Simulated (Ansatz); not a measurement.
Consider the formal exchange of groups at a C–N bond: `C=CN([SiH3])C=O` + `C=CBC=C` → `C=CB(C=C)C=C` + `O=CN[SiH3]`.

Computed with Ansatz on PBE0-D4/def2-TZVP structures; ΔE is electronic, products minus reactants. CCSD(T)/CBS adds triple-zeta CCSD(T) − MP2 to the extrapolated MP2 energy (def2 sets, frozen cores). DFT in def2-TZVPP. B3LYP here is the variant with VWN-RPA as its local correlation; programs differ in this. Each species was taken in one conformer, which may not be the lowest.

| level | ΔE (kcal/mol) |
| --- | --- |
| B3LYP-D4 | -12.7 |
| SCS-MP2/def2-TZVPP | -13.2 |

Question: What does CCSD(T)/CBS give? (Best estimate.)

Answer: Ansatz gave: -13.8 kcal/mol. The listed levels differ from it by 1.1, 0.6 kcal/mol.

Largest T1 diagnostic among the species: 0.015.
